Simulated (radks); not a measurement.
Spin polarisation of the 6p2 shell in Pb. Start: [Hg] 6p(up 1, down 1); electrons of 6p are moved from spin down to spin up, other shells keep equal spins. All-electron calculation, scalar-relativistic Kohn-Sham, PBEsol, spin-polarised, spherical densities, point nucleus. Program: a radial shooting solver on a logarithmic mesh with Libxc functionals.

| moment (Bohr magnetons) | E - E(0) (eV) | e(6p up) (eV) | e(6p down) (eV) | 6s down minus up (eV) |
|---|---|---|---|---|
| 0 | 0.000 | -3.517 | -3.517 | 0.000 |
| 0.5 | -0.039 | -3.662 | -3.347 | 0.252 |
| 1 | -0.158 | -3.785 | -3.152 | 0.507 |
| 1.5 | -0.356 | -3.886 | -2.932 | 0.767 |
| 2 | -0.635 | -3.965 | -2.668 | 1.030 |

At moment 2 the spin-polarisation energy is -0.635 eV and the 6p exchange splitting 1.297 eV, that is 0.648 eV per Bohr magneton; E = -I m^2/4 would give I = 0.635 eV.
